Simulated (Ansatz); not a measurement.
Geometry optimisation, Ansatz, RKS PBE/def2-SVP.

The input (input.yaml):

```yaml
crystal:
  periodic: [false, false, false]
  atoms:
    - { symbol: In, position_ang: [0.0, 0.0, 0.0] }
    - { symbol: Cl, position_ang: [0.0, 0.0, 2.79] }
    - { symbol: C, position_ang: [1.8879, 0.0, -1.09] }
    - { symbol: H, position_ang: [2.2175, -1.0462, -1.2602] }
    - { symbol: H, position_ang: [1.7514, 0.508, -2.0674] }
    - { symbol: H, position_ang: [2.6574, 0.5381, -0.4982] }
    - { symbol: C, position_ang: [-1.8879, 0.0, -1.09] }
    - { symbol: H, position_ang: [-2.448, -0.9305, -0.8608] }
    - { symbol: H, position_ang: [-2.492, 0.8797, -0.7846] }
    - { symbol: H, position_ang: [-1.6862, 0.0508, -2.1803] }
    - { symbol: Si, position_ang: [0.1268, 2.6826, 0.8924] }
    - { symbol: H, position_ang: [0.7031, 2.7235, 2.2332] }
    - { symbol: H, position_ang: [0.9611, 3.4605, -0.019] }
    - { symbol: H, position_ang: [-1.2181, 3.2499, 0.9239] }
    - { symbol: H, position_ang: [0.0735, 1.5551, 2.2409] }
basis:
  gaussian: { orbitals: def2-SVP }
hamiltonian:
  xc: pbe
relax:
  f_tol: 0.15
  max_steps: 25
  restrain:
    - { distance: [0, 10], at: 2.53, k: 30.0 }
    - { distance: [14, 1], at: 1.37, k: 30.0 }
    - { distance: [0, 1], at: 3.64, k: 30.0 }
    - { distance: [14, 10], at: 2.66, k: 30.0 }
```

Run as:

```bash
$ ansatz run input.yaml --threads 4 --pin off --max-ram 5120MiB --backend cpu --events-out ev --progress --plain --runs-dir out
```

**Question.** Where does it end, and by what steps?

**Answer.** It converged. The restraints hold the end off the free minimum; the threshold counts their pulls, which the force column leaves out. Restrained pairs: In1–Si11 (2.83 → 2.55 Å), Cl2–H15 (1.65 → 1.35 Å), In1–Cl2 (2.79 → 3.63 Å), Si11–H15 (1.76 → 2.66 Å). After 10 steps the energy has fallen by 1.418 eV (the restraints' own energy left out); In1 moved furthest, 0.96 Å.

```tsv
step	energy less start (eV)	largest force component (eV/Å)	accepted
0	0.0000	1.815	yes
1	-0.4212	2.205	yes
2	-0.6067	2.667	yes
3	-0.8071	2.517	yes
4	-1.1619	0.950	yes
5	-1.3237	0.818	yes
6	-1.3811	0.825	yes
7	-1.3965	0.760	yes
8	-1.3985	0.846	yes
9	-1.4162	0.706	yes
10	-1.4177	0.721	yes
```

```xyz
15
Properties=species:S:1:pos:R:3
In 0.005 0.793 -0.548
Cl -0.016 -0.083 2.979
C 1.904 -0.113 -1.156
H 1.807 -1.214 -1.244
H 2.183 0.295 -2.152
H 2.715 0.131 -0.443
C -1.906 -0.065 -1.182
H -1.989 -1.107 -0.807
H -2.763 0.527 -0.805
H -1.947 -0.094 -2.290
Si 0.062 2.980 0.761
H 0.638 2.731 2.157
H 0.968 4.049 0.192
H -1.275 3.629 1.026
H 0.260 1.214 2.741
```

Run time: 26 s on 4 threads of Arm Neoverse V1 (shared host), peak memory 0.21 GiB.
